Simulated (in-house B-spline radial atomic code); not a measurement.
RPA and G0W0 on B3LYP (VWN-RPA): the scandium ion Sc³⁺

Configuration [Ne] 3s2 3p6, mean-field start B3LYP (VWN-RPA). Computed with an all-electron radial atomic-structure program (B-spline basis): all electrons, scalar-relativistic (spin-free one-electron X2C), finite nucleus, each spin shell either full or empty, empty states to l = 9 with an (l + 1/2)⁻⁴ tail; G0W0 by contour deformation at full frequency.

Command:
```bash
python run_gw.py task.json out
```
Settings (radii: box in bohr, nucleus in fm):
```
Z                        21
electrons                18
configuration            [Ne] 3s2 3p6
hamiltonian              x2c
method                   b3lyp
lmax                     9
rms_radius               3.5459
spin_polarised           False
box_radius               14.14
intervals                69
```

Run time, properties included: 1.2 s on 1 thread of Intel(R) Xeon(R) 6975P-C, with other jobs on the host.

Energies (hartree):

```csv
term,value
mean-field total,-762.57141
Hartree-Fock functional on these orbitals,-761.76433
direct second order,-1.3237
second-order exchange,0.44535
SOSEX correction,0.4062
```

(1) What is the RPA correlation energy, and what remains with SOSEX?

Quasi-particle levels (eV):

| level | occupied | mean field | Σx - vxc | Σc | QP weight | G0W0 |
| --- | --- | --- | --- | --- | --- | --- |
| 3p | yes | -66.69 | -6.81 | ? | ? | ? |
| 3d | no | -30.74 | 8.21 | -2.60 | 0.963 | -25.136 |

G0W0 = mean field + (Σx - vxc) + Σc, with Σc (partial-wave tail included) taken at the quasi-particle energy. Only the outer levels were computed. Levels of low weight are left out.

(2) Where does G0W0 put 3p?

Answers

(1) RPA gives -1.1569 hartree (-1.75 eV per electron); RPA + SOSEX gives -0.75068, and the second-order doubles -0.87839 hartree (no singles). SOSEX takes back 35 % of the RPA value.

(2) At -73.66 eV, with Σc = -0.16 eV and a quasi-particle weight of 0.944. The tabulated removal energy is 73.489 eV (NIST, measured); the calculation leaves out spin-orbit coupling, Breit and QED terms, and what these don't explain is the method's own error.
